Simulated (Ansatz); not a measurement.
Isomers of CH4S2. Isolated molecules, 0 K electronic values unless said otherwise. One relaxed conformer stands for each flexible species; it need not be the lowest. Strings in code marks are SMILES.

Quantity: electronic energy of isomers of CH4S2 relative to `CSS` (C–S–S–H torsion 88°); case `SCS` (H–S–C–S torsion -70°, S–C–S–H torsion 70°). Reference level: composite: frozen-core CCSD(T) with HF/cc-pVQZ and the correlation energy extrapolated as X^-3 from cc-pVTZ and cc-pVQZ, plus CCSDT(Q) minus CCSD(T) in cc-pVDZ // PBE0-D3(BJ)/def2-TZVP (Ansatz, a program for electronic structure), which gives 6.70 kcal/mol and has limits of its own. All levels are single points in Ansatz, each species at its own geometry of the level named after //, DFT without a dispersion term. Costs are rough core-time ratios to PBE, each species on one shared machine, summed over the species compared; in molecules this small the fixed start-up share makes them lower than scaling laws suggest.

Geometry of `SCS` (H–S–C–S torsion -70°, S–C–S–H torsion 70°) (neutral, multiplicity 1):

Z-matrix (Å, degrees):
```
C
H 1 1.0882
H 1 1.0907 2 107.52
S 1 1.8058 2 110.28 3 -114.24
H 4 1.3422 1 96.46 2 -57.79
S 1 1.8058 2 110.28 3 114.24
H 6 1.3422 1 96.46 2 57.79
```
Charge 0, multiplicity 1.

| level | cost relative to PBE | difference from the reference (kcal/mol) |
|---|---|---|
| LDA/cc-pVTZ | 0.6 | +0.28 |
| BLYP/cc-pVTZ | 0.9 | +1.37 |
| PBE/cc-pVTZ | 1 | +1.30 |
| frozen-core CCSD(T)/cc-pVDZ | 1 | -3.84 |
| HSE06/cc-pVTZ | 1 | +0.93 |
| LC-ωPBE/cc-pVTZ | 1 | -0.15 |
| PBE0/cc-pVTZ | 1 | +0.90 |
| r2SCAN/cc-pVTZ | 2 | +1.09 |
| r2SCAN0/cc-pVTZ | 2 | +0.88 |
| frozen-core CCSDT(Q)/6-31g | 6 | -8.22 |
| frozen-core CCSD(T)/cc-pVTZ | 8 | -0.98 |
